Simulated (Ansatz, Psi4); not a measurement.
System: triaminosilylethane, C2H11N3Si, net charge 0, singlet state. SMILES: [Si](N)(N)(CC)N
Structure (B3LYP-D3(BJ)/def2-TZVP (Ansatz, a program for electronic structure) minimum search):
```xyz
17

C      2.2926    -0.7957     0.1577
C      0.9914    -0.9487    -0.6396
Si    -0.4140     0.1418    -0.0365
N      0.1434     1.7656    -0.2183
N     -1.8172    -0.4199    -0.8694
N     -0.8624     0.0659     1.6205
H      3.0789    -1.4556    -0.2162
H      2.1348    -1.0365     1.2114
H      2.6667     0.2286     0.1145
H      1.1777    -0.7357    -1.6993
H      0.6500    -1.9878    -0.6024
H     -0.4166     2.5368     0.1105
H      0.6901     2.0328    -1.0215
H     -1.7436    -0.7763    -1.8090
H     -2.7125     0.0188    -0.7188
H     -1.3921    -0.7139     1.9733
H     -0.2881     0.4888     2.3308
```
Charge 0, spin multiplicity 1.

Wanted: vertical triplet-singlet gap, E(triplet) - E(singlet), in eV. Set-up: dispersion terms only where a functional's name holds one; six Cartesian d functions in 6-31G* and its kin unless marked 5d; spin-orbit terms left out; valence correlation only; UHF or UKS for open shells; each state is the SCF solution reached for its charge and spin; non-relativistic; 6-311+G** with 5d, 6d on Na to Ar in Ansatz. Ab initio and DFT rows: single points at B3LYP-D3(BJ) geometries (Ansatz). Levels can end on unlike triplets.

```tsv
level	program	vertical triplet-singlet gap, E(triplet) - E(singlet) (eV)
HF/6-31G*	Ansatz	6.69
PBE/6-311+G**	Ansatz	4.95
B3LYP/STO-3G	Ansatz	9.15
B3LYP/6-31G*	Ansatz	6.55
wB97X-D/6-31G*	Psi4	7.54
MP2/6-311+G**	Ansatz	6.07
PBE/def2-TZVPD	Ansatz	5.00
```

No value to compare with is used here. The 6 habitual levels span 4.95 (PBE/6-311+G**) to 9.15 eV (B3LYP/STO-3G); PBE/def2-TZVPD gives 5.00.

The levels are drawn from those run, B3LYP/6-31G* more often than the rest, none by its result; left out are runs that failed, that the program found above a lower state of the same kind, or whose <S^2> lies over 0.5 above the pure value.
